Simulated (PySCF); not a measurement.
# How methods differ on the interval between two levels of Kr⁺

Kr⁺ [Ar] 3d10 4s2 4p5 [2P3/2, M_J = 3/2] → Kr⁺ [Ar] 3d10 4s1 4p5 5s1 [4P5/2, M_J = 5/2], as a difference of total energies. Computed with PySCF 2.14 in x2c-TZVPall-2c with one added diffuse shell each of s, p, d type (7s8p5d1f, 63 functions), with the two-component X2C-1e Hamiltonian. Correlated levels: [Ne] frozen. "Screened" scales the spin-orbit matrix elements by Boettger's factors to mimic the two-electron term; Breit and QED terms are absent.

| method | interval between two levels (cm⁻¹) |
| --- | --- |
| GHF (spin-free) | 244150 |
| GMP2 (spin-free) | 228520 |
| GHF (screened spin-orbit) | 244030 |
| GMP2 (screened spin-orbit) | 229260 |

The labels give the starting determinants; with spin-orbit coupling the two ends relaxed to ⟨J²⟩ = 3.76, ⟨L²⟩ = 2.01, ⟨S²⟩ = 0.76 and ⟨J²⟩ = 8.80, ⟨L²⟩ = 2.05, ⟨S²⟩ = 3.76.

The promoted electron is Rydberg-like, and one or two diffuse shells describe it only roughly, which tends to raise the upper state.
